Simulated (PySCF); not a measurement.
**HF beside CCSD(T) along the second period: bonds to Te**

HF and CCSD(T) in PySCF with def2-TZVPP on every atom (core potentials on Te), for the lowest determinant that a PBE0 search found; no spin–orbit coupling.

| molecule | state (unpaired electrons) | HF Re (Å) | HF ωe (cm⁻¹) | HF De (eV) | CCSD(T) Re (Å) | CCSD(T) ωe (cm⁻¹) | CCSD(T) De (eV) |
| --- | --- | --- | --- | --- | --- | --- | --- |
| BTe | doublet (σ ↑) | 1.945 | 851 | 2.29 | 1.959 | 816 | 3.82 |
| TeC | singlet (closed shell) | 1.867 | 962 | 1.44 | ? | ? | ? |
| TeO | triplet (π ↑↑) | 1.761 | 979 | 0.69 | 1.826 | 814 | 3.84 |
| TeF | doublet (π ↑) | 1.875 | 680 | 1.49 | 1.906 | 629 | 3.29 |

(1) Estimate the CCSD(T) values of TeC by adding the mean shift from HF to CCSD(T) of the other rows, and compare with the calculation.

(2) What are the mean differences of HF from CCSD(T) over the whole series?

In a basis of this size CCSD(T) is itself not converged; it tends to give bonds that are too long and too weak.

Correlated steps freeze 5 core orbitals. UHF and ROHF references stand side by side, which adds small steps between rows. These are scalar-relativistic numbers at best; spin–orbit coupling would shift them, the dissociation energy most. Where the molecule has an RHF reference, its open-shell atoms are computed with UHF. The CCSD T1 diagnostic is raised in TeC, a sign that a single reference may not be enough there. States were picked by a PBE0 search and need not be the measured ground states.

Results:

(1) The mean shifts are +3.7 pm, -84 cm⁻¹ and +2.16 eV, which give 1.904 Å, 878 cm⁻¹ and 3.60 eV. CCSD(T)/def2-TZVPP gives Re = 1.903 Å, ωe = 855 cm⁻¹, De = 4.80 eV.

(2) Re -3.7 pm, ωe +90 cm⁻¹, De -2.46 eV.
